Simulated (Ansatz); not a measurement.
Consider the substitution at a C–C bond: `C=CC(=C)I` + `O[Si](Cl)(Cl)Cl` → `C=CO[Si](Cl)(Cl)Cl` + `C=CI`.

Computed with Ansatz on PBE0-D4/def2-TZVP structures; ΔE is electronic, products minus reactants. CCSD(T)/CBS is the MP2 limit (def2-TZVPP, def2-QZVPP) plus CCSD(T) − MP2 in def2-TZVPP, frozen cores. DFT in def2-TZVPP. def2 core potentials past Kr. For I outer-core shells are correlated without core-valence functions, which leaves a few kJ/mol of doubt a bond. One conformer a species, not always the lowest.

Task: Is it downhill or uphill in electronic energy at CCSD(T)/CBS, and by how much? (Estimate.)

Result: Computed: Uphill: ΔE = +66.6 kJ/mol.

Task: What do these levels give: PBE, r2SCAN, CCSD/def2-TZVPP, SCS-MP2/def2-QZVPP, MP2/CBS(def2), CCSD/CBS(def2)? (Best estimate.)

Result: Ansatz gave: PBE 62.8, r2SCAN 63.6, CCSD/def2-TZVPP 60.8, SCS-MP2/def2-QZVPP 68.6, MP2/CBS(def2) 77.3, CCSD/CBS(def2) 63.7 kJ/mol.

Largest T1 diagnostic among the species: 0.011.

In def2-TZVPP, CCSD(T) changes the Hartree–Fock value by +14.3 kJ/mol (the triples alone add +2.9 kJ/mol) and MP2 by +25.0 kJ/mol.
